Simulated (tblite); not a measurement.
C6H7OS (charge -1).
SMILES with atom numbers: `[CH3:1][c:2]1[cH:3][s:4][c:5]([O-:6])[c:7]1[CH3:8]` (hydrogens: H9, H10, H11 on C1; H12 on C3; H13, H14, H15 on C8)

A start from a force field or distance geometry was refined with GFN2-xTB geometry optimisation, gas phase (tblite). Values at the start:

```
coordinate    start
     C1–C2  1.488 Å
     C1–H9  1.098 Å
     C2–C3  1.363 Å
     C2–C7  1.452 Å
     C3–S4  1.700 Å
    C3–H12  1.091 Å
     S4–C5  1.734 Å
     C5–O6  1.214 Å
     C5–C7  1.390 Å
     C7–C8  1.502 Å
    C8–H13  1.084 Å
  C1–C2–C3   125.4°
  C2–C3–S4   113.8°
  C2–C7–C5   113.3°
  C3–C2–C7   110.5°
  S4–C5–O6   114.6°
  S4–C5–C7   109.9°
  C5–C7–C8   123.0°
  O6–C5–C7   135.5°
```

Task: How do these coordinates change at the GFN2-xTB level?

Result: 
```csv
coordinate,GFN2-xTB (Å or °),change
S4–C5,1.856,+0.122
C3–S4,1.743,+0.043
C2–C7,1.416,-0.036
C5–O6,1.232,+0.018
C3–H12,1.074,-0.017
C1–C2,1.499,+0.011
C1–H9,1.090,-0.008
C2–C3,1.356,-0.007
C5–C7,1.384,-0.006
C8–H13,1.089,+0.005
C7–C8,1.500,-0.002
S4–C5–O6,120.5,+5.9
C3–C2–C7,114.1,+3.6
S4–C5–C7,106.7,-3.2
O6–C5–C7,132.8,-2.7
C5–C7–C8,120.5,-2.5
C2–C7–C5,115.8,+2.5
C1–C2–C3,123.3,-2.1
C2–C3–S4,112.2,-1.6
```

The energy falls by 7.1 kcal/mol over 56 L-BFGS steps, the largest force on an atom goes from 2.63 to 0.010 eV/Å, and the atoms move by 0.125 Å rms after alignment. The bond that changes most is S4–C5 (thiophene-type sulfur to aromatic carbon bearing oxygen), which lengthens by 0.122 Å. Bonds longer at the end by more than 0.005 Å: 4 of 15; shorter: 6. Among the dihedrals that turn most is C2–C7–C8–H14, from -46° to -61°. Rotational constants go from 2545, 1792, 1066 to 2405, 1818, 1049 MHz.

The run took 0.34 s wall on Arm Neoverse V1, one thread, no GPU, shared host.

Its GFN2-xTB frequencies are all real (lowest 113 cm⁻¹).

All values are computed, not measured.
